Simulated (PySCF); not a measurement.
From PBE to CCSD(T): MI along the third period

PBE and CCSD(T) in PySCF with def2-SVP on every atom (core potentials on I), for the lowest determinant that a PBE0 search found; no spin–orbit coupling.

| molecule | state (unpaired electrons) | PBE Re (Å) | PBE ωe (cm⁻¹) | PBE De (eV) | CCSD(T) Re (Å) | CCSD(T) ωe (cm⁻¹) | CCSD(T) De (eV) |
| --- | --- | --- | --- | --- | --- | --- | --- |
| NaI | singlet (closed shell) | 2.730 | 249 | 3.20 | 2.756 | 250 | 3.06 |
| MgI | doublet (σ ↑) | 2.629 | 294 | 2.27 | 2.621 | 312 | 1.98 |
| AlI | singlet (closed shell) | 2.568 | 310 | 4.01 | ? | ? | ? |
| SI | doublet (π ↑) | 2.358 | 384 | 2.61 | 2.385 | 360 | 1.66 |
| ICl | singlet (closed shell) | 2.384 | 362 | 2.46 | 2.393 | 357 | 1.74 |

(1) Estimate the CCSD(T) values of AlI by adding the mean shift from PBE to CCSD(T) of the other rows, and compare with the calculation.

(2) What are the mean differences of PBE from CCSD(T) over the whole series?

In a basis of this size CCSD(T) is itself not converged; it tends to give bonds that are too long and too weak.

Correlated steps freeze the inner cores (5 to 9 orbitals); shallow outer-core shells are correlated. Correlated levels converge slowly with the basis: in double zeta they bind strong bonds too weakly, by up to about 1 eV, and carry superposition errors of some tenths. These are scalar-relativistic numbers at best; spin–orbit coupling would shift them, the dissociation energy most. Where the molecule has an RHF reference, its open-shell atoms are computed with UHF. States were picked by a PBE0 search and need not be the measured ground states.

Results:

(1) The mean shifts are +1.3 pm, -2 cm⁻¹ and -0.53 eV, which give 2.582 Å, 308 cm⁻¹ and 3.48 eV. CCSD(T)/def2-SVP gives Re = 2.543 Å, ωe = 327 cm⁻¹, De = 3.68 eV.

(2) Re -0.6 pm, ωe -1 cm⁻¹, De +0.49 eV.
